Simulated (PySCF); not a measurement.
## Zinc: highly charged ions in a basis for the neutral atom

Zn¹³⁺ [Ne] 3s2 3p5, Zn¹⁴⁺ [Ne] 3s2 3p4. Calculation: PySCF 2.14, in aug-cc-pVDZ-DK; the spin-free X2C one-electron Hamiltonian (Gaussian nucleus). No spin-orbit coupling, so a gap to NIST mixes the basis error with missing relativistic terms.

Changed run: basis of the neutral atom used for a highly charged ion. This setting is unsound on purpose.

```csv
species,method,sound run (hartree),changed run (hartree),converged
Zn¹³⁺,UHF,not run,-1717.56831,yes
Zn¹³⁺,LDA,not run,-1715.18008,yes
Zn¹³⁺,B3LYP,not run,-1718.34648,yes
Zn¹⁴⁺,UHF,not run,-1700.81977,yes
Zn¹⁴⁺,LDA,not run,-1698.36359,yes
Zn¹⁴⁺,B3LYP,not run,-1701.53020,yes
```

Ionisation energy of Zn¹³⁺:

```csv
method,changed run (eV),NIST (eV)
UHF,455.75,453.4 ± 0.3
LDA,457.60,453.4 ± 0.3
B3LYP,457.59,453.4 ± 0.3
```

The contracted functions were made for the neutral atom and can be too rigid for a highly charged ion.
